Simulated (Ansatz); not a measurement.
Reaction (atomization): `O=C1CBC1` → B• + 3 C• + 5 H• + O•

Calculated with Ansatz (gas phase, PBE0-D4/def2-TZVP geometries, no zero-point term in ΔE). CCSD(T)/CBS is the MP2 limit (def2-TZVPP, def2-QZVPP) plus CCSD(T) − MP2 in def2-TZVPP, frozen cores. This one scheme is used for every species, atoms too. DFT in def2-TZVPP. No spin–orbit coupling; open shells (•) take unrestricted orbitals. Spin–orbit coupling would lower the free atoms: a little for B, C, O.

CCSD(T)/CBS gives +4196.0 kJ/mol.

Q: Another level gave +4249.2 kJ/mol. Which?
A. HF/def2-TZVPP
B. BHLYP/def2-TZVPP
C. r2SCAN/def2-TZVPP
D. SCS-MP2/def2-TZVPP

A: C. r2SCAN 4249.2, HF/def2-TZVPP 3090.3, SCS-MP2/def2-TZVPP 4157.6, BHLYP 4060.3 kJ/mol.

Q: What do rigid-rotor, harmonic-oscillator terms from PBE0-D4/def2-TZVP frequencies (298.15 K, 1 bar) make of the CCSD(T)/CBS value? (An estimate is asked.)

A: Computed: ΔZPE = -192.6 kJ/mol, ΔH = +4049.5 kJ/mol, ΔS = 1066 J/(mol·K), ΔG = +3731.6 kJ/mol. Open shells count their whole term as degenerate.

Largest T1 diagnostic among the species: 0.014.

From BLYP to BHLYP (50 % exact exchange), in def2-TZVPP and without D4, ΔE moves by −123.7 kJ/mol: exact exchange takes away binding that semilocal exchange gives to molecules. At CCSD(T), def2-SVP lies −161.6 kJ/mol from the extrapolated value and def2-TZVPP −99.7 kJ/mol: correlation converges slowly with the basis, and small sets miss more of it in the bonded molecule than in its fragments.

For atomizations the MP2-based limit and the directly extrapolated one differ by several kJ/mol either way, and by 10 to 25 for some Ge, Se and Sn compounds, so smaller differences from it don't rank the levels.
